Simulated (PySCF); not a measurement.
Br3In. Atoms are numbered in the order given.

```xyz
4

In     0.0000     0.0000     0.0000
Br    -2.4578     0.0000     0.0000
Br     1.2289     2.1285     0.0000
Br     1.2289    -2.1285     0.0000
```

Coordinates come from a PBE0-D3(BJ)/def2-SVP optimisation. The isomer is the one that the SMILES or the coordinates give; other isomers of the formula were not compared. The def2 effective core potentials stand for the cores of In; spin–orbit coupling is left out.

The numbers are results of PySCF 2.14.0 with PBE0-D3(BJ)/def2-SVP, not measurements.

Frequencies are harmonic and unscaled.

Modes within 1.5 cm⁻¹ of each other (mostly degenerate sets) share a row, with their intensities summed.

```
mode  ν (cm⁻¹)  IR (km/mol)  moving atoms (share of kinetic energy)
----  --------  -----------  --------------------------------------
1–2         63          6.4                        Br 83 %, In 17 %
3           78          6.3                        In 68 %, Br 32 %
4          210          0.0                                Br 100 %
5–6        288         93.3                        In 51 %, Br 49 %
```
